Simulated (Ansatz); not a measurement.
`N[Si](O)(O)C=O` and `N[Si](O)(O)[TeH]` differ in one atom or group.

Ansatz, PBE0-D4/def2-TZVP geometries, multiplicity 1. Each molecule was computed in one conformer, which needn't be the lowest.

Elements past krypton have def2 core potentials.

```csv
property,`N[Si](O)(O)C=O`
size of the dipole moment (ωB97M-V/def2-TZVPP) / D,2.38
LUMO energy (PBE0/def2-TZVPP) / eV,-1.41
HOMO–LUMO gap (PBE0/def2-TZVPP) / eV,5.45
size of the dipole moment (PBE/def2-TZVPP) / D,2.31
HOMO energy (ωB97M-V/def2-TZVPP) / eV,-9.19
HOMO–LUMO gap (B3LYP/def2-TZVPP) / eV,4.98
```

(1) Give the same properties after the change, and the shifts. (Estimate.)

Results:

(1) The calculation gave: 
| property | `N[Si](O)(O)[TeH]` | shift |
| --- | --- | --- |
| size of the dipole moment (ωB97M-V/def2-TZVPP) / D | 1.63 | -0.75 |
| LUMO energy (PBE0/def2-TZVPP) / eV | -0.18 | 1.23 |
| HOMO–LUMO gap (PBE0/def2-TZVPP) / eV | 6.14 | 0.69 |
| size of the dipole moment (PBE/def2-TZVPP) / D | 1.64 | -0.67 |
| HOMO energy (ωB97M-V/def2-TZVPP) / eV | -8.41 | 0.78 |
| HOMO–LUMO gap (B3LYP/def2-TZVPP) / eV | 5.67 | 0.69 |

With PBE0 the HOMO rises by 0.53 eV and the LUMO rises by 1.23 eV, so the gap widens by about 0.70 eV. PBE moves the HOMO by 0.05 eV and ωB97M-V by 0.78 eV. The zero-point energy changes by -28.6 kJ/mol with -3 modes. Dipoles are sizes alone; their direction can turn.

B3LYP here is the variant with VWN-RPA as its local correlation; programs differ in this.

Spin–orbit coupling is left out; it splits and shifts lone-pair levels of the heavy atoms by tenths of an eV.
